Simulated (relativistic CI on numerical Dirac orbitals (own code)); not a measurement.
Ta XXII: sensitivity of the levels to the model

Base calculation: Dirac-Coulomb-Breit CI, KLI orbitals optimised for each configuration, model QED, unscaled Slater integrals.

CI space (outside the closed core [Ar] 3d10 4p6 4d10): 4s2 4f6, 4s2 4f5 5s, 4s2 4f4 5s2, 4s2 4f5 6s, 4s 4f7, 4f8. Levels of other configurations are missing.

Variants: (1) P86 correlation estimate; (2) non-relativistic limit; (3) one mean potential for all configurations. Shifts of the energy above 4s2 4f6 7F_0, in cm⁻¹, for the lowest level and the first level of each name with at least 55 % of one term (blank where a level changes its place among those of its configuration and J or its character, or is not in the variant):

| Level | Base | Δ(1) | Δ(2) | Δ(3) |
| --- | --- | --- | --- | --- |
| 4s2 4f6 7F_0 | 0.0 | 0.0 | 0.0 | 0.0 |
| 4s2 4f6 7F_1 | 4192.4 | -0.1 | -4192.4 | -288.7 |
| 4s2 4f6 7F_2 | 9177.2 | -0.1 | -9177.2 | -515.6 |
| 4s2 4f6 7F_3 | 14099.5 | -0.2 | -14099.5 | -668.9 |
| 4s2 4f6 7F_4 | 18704.2 | -0.2 | -18704.1 | -765.8 |
| 4s2 4f6 7F_5 | 22835.9 | -0.2 | -22835.9 | -811.8 |
| 4s2 4f6 7F_6 | 26219.4 | -0.1 | -26219.3 | -786.4 |
| 4s2 4f6 5D_1 | 46593.1 | +0.2 | +185.0 | +44.8 |
| 4s2 4f6 5D_2 | 58027.1 | +0.2 | -11249.1 | -121.4 |
| 4s2 4f6 5L_7 | 64622.2 | -0.1 | -11725.0 | +115.0 |
| 4s2 4f6 5G_2 | 65930.8 | +0.4 | -10475.0 | +401.0 |
| 4s2 4f6 5D_3 | 69475.9 | +0.2 |  | -99.5 |
| 4s2 4f6 5L_8 | 69883.3 | -0.2 | -16986.1 | -67.6 |
| 4s2 4f6 5L_10 | 73130.3 | -0.1 | -20233.1 | -44.9 |

At this charge energies of transitions that change n are usually good to better than 1 %, and those within a shell (Δn = 0) to a few per cent. Terms inside the open d or f shell come out 10 to 20 % too wide with unscaled integrals.

Ionisation energy from the two ground configurations alone: base 588.164 eV; P86 correlation estimate 590.111 eV. The NIST ASD value (theoretical) is 610 eV. The gap of more than 2 % comes from missing correlation, or from a tabulated value that is itself an estimate.

LS names give the leading component of a level, which can be under half, so a name can repeat, a term be missing and a line seem to break the LS rules.
